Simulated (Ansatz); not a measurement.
Isolated molecules relaxed with PBE0-D4/def2-TZVP in Ansatz; ΔE leaves out vibrations. CCSD(T)/CBS adds triple-zeta CCSD(T) − MP2 to the extrapolated MP2 energy (def2 sets, frozen cores). DFT in def2-TZVPP. One conformer a species, not always the lowest.

Consider the isomerisation: `CNC(=N)[SiH3]` → `NC/N=C/[SiH3]`.

(1) Is it downhill or uphill in electronic energy at CCSD(T)/CBS, and by how much? (Best estimate.)

(2) What do these levels give: r2SCAN-D4, PBE0-D4, ωB97M-V, B2PLYP, r2SCAN, PBE0, HF/def2-TZVPP, MP2/def2-TZVPP, CCSD(T)/def2-TZVPP, MP2/def2-QZVPP, MP2/CBS(def2), CCSD/CBS(def2)? (Best estimate.)

Largest T1 diagnostic among the species: 0.014.

## Answers

(1) The calculation gave: Uphill: ΔE = +57.6 kJ/mol.

(2) Ansatz gave: r2SCAN-D4 73.0, PBE0-D4 68.9, ωB97M-V 62.9, B2PLYP 62.1, r2SCAN 72.5, PBE0 66.9, HF/def2-TZVPP 48.7, MP2/def2-TZVPP 62.1, CCSD(T)/def2-TZVPP 55.6, MP2/def2-QZVPP 63.4, MP2/CBS(def2) 64.1, CCSD/CBS(def2) 54.9 kJ/mol.

In def2-TZVPP, CCSD(T) changes the Hartree–Fock value by +6.9 kJ/mol (the triples alone add +2.7 kJ/mol) and MP2 by +13.5 kJ/mol. The D4 term adds +3.9 kJ/mol with B3LYP and +2.0 kJ/mol with PBE0; it sums over pairs of atoms, weighted by their polarisabilities, and B3LYP, whose exchange is more repulsive, gets the larger term.

B3LYP here is the variant with VWN-RPA as its local correlation; programs differ in this.
